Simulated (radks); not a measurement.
Rh+, configuration [Kr] 4d7.5 5p0.5 (fractional occupations, a model configuration).

All-electron calculation, Dirac Kohn-Sham, PBEsol, spin-unpolarised, spherical densities, point nucleus; open shells are shared between the two j in proportion to 2j + 1. Program: a radial shooting solver on a logarithmic mesh with Libxc functionals.

Energy parts (eV):
part                       energy
total                 -130130.637
kinetic                135658.301
electron-nucleus      -314671.199
Hartree                 52585.085
exchange-correlation    -3702.824

Orbitals (lengths in bohr, moments of r in powers of bohr; r(max) is where P^2 peaks):
1s1/2: occ. 2; eigenvalue (eV) -23023.37; <1/r> 47.04; r(max) 0.02118; <r^2> 0.001439; <r^4> 5.374e-06
2s1/2: occ. 2; eigenvalue (eV) -3346.148; <1/r> 10.78; r(max) 0.1200; <r^2> 0.02370; <r^4> 0.0009692
2p1/2: occ. 2; eigenvalue (eV) -3099.368; <1/r> 10.77; r(max) 0.09295; <r^2> 0.01778; <r^4> 0.0006358
2p3/2: occ. 4; eigenvalue (eV) -2954.879; <1/r> 10.17; r(max) 0.09703; <r^2> 0.01912; <r^4> 0.0007241
3s1/2: occ. 2; eigenvalue (eV) -606.2689; <1/r> 3.741; r(max) 0.3518; <r^2> 0.1749; <r^4> 0.04709
3p1/2: occ. 2; eigenvalue (eV) -509.6945; <1/r> 3.645; r(max) 0.3384; <r^2> 0.1710; <r^4> 0.04738
3p3/2: occ. 4; eigenvalue (eV) -484.8337; <1/r> 3.501; r(max) 0.3481; <r^2> 0.1805; <r^4> 0.05265
3d3/2: occ. 4; eigenvalue (eV) -313.7071; <1/r> 3.329; r(max) 0.2897; <r^2> 0.1624; <r^4> 0.05008
3d5/2: occ. 6; eigenvalue (eV) -308.8023; <1/r> 3.292; r(max) 0.2925; <r^2> 0.1653; <r^4> 0.05179
4s1/2: occ. 2; eigenvalue (eV) -92.7616; <1/r> 1.410; r(max) 0.8811; <r^2> 1.087; <r^4> 1.788
4p1/2: occ. 2; eigenvalue (eV) -63.3882; <1/r> 1.288; r(max) 0.9269; <r^2> 1.284; <r^4> 2.616
4p3/2: occ. 4; eigenvalue (eV) -59.4581; <1/r> 1.243; r(max) 0.9519; <r^2> 1.361; <r^4> 2.945
4d3/2: occ. 3; eigenvalue (eV) -16.0514; <1/r> 0.9051; r(max) 1.133; <r^2> 2.704; <r^4> 14.82
4d5/2: occ. 4.5; eigenvalue (eV) -15.6303; <1/r> 0.8929; r(max) 1.145; <r^2> 2.777; <r^4> 15.69
5p1/2: occ. 0.166667; eigenvalue (eV) -7.1688; <1/r> 0.3470; r(max) 3.036; <r^2> 15.31; <r^4> 381.6
5p3/2: occ. 0.333333; eigenvalue (eV) -6.9088; <1/r> 0.3361; r(max) 3.134; <r^2> 16.21; <r^4> 426.1

The highest occupied level is 5p3/2 at -6.909 eV. The density falls to 0.001 e/bohr^3 at r = 4.03 bohr. Summed over all electrons, <r^2> = 41.97 bohr^2, which gives a Langevin (diamagnetic) susceptibility term of -33.2 x 10^-6 cm^3/mol.
